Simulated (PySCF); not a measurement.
**Radial density of Tc⁺ (technetium, charge +1)**

TPSSh, [Kr] 4d4 5s1 6s1, high-spin 7D determinant (an excited configuration). All numbers are calculated (PySCF 2.14, a scalar-relativistic core potential, in aug-cc-pVTZ-PP with one added diffuse shell each of s, p, d, f, g type with ECP28MDF (7s7p6d4f3g, 113 functions)). This is the valence pseudo-density: the core potential removes the inner electrons and smooths the orbitals near the nucleus.

```
r (bohr)  4πr²ρ (e/bohr)  4πr²(ρα − ρβ)
  0.0330       2.323e-05         0.0000
  0.0555       5.746e-05         0.0000
  0.0933       0.0001953         0.0000
   0.157        0.001592         0.0005
   0.264         0.02542         0.0081
   0.444          0.6937         0.1478
   0.747           7.982         1.4318
    1.26           10.05         2.9550
    2.11           2.375         1.7558
    3.56          0.3567         0.3533
    5.98          0.2111         0.2111
    10.1         0.04771         0.0477
    16.9       1.794e-05         0.0000
    28.5       1.766e-05         0.0000
```

Energies and moments cover only the electrons outside the core potential. The outer electron is Rydberg-like, and this basis confines it to a smaller radius and binds it less than a complete one would.
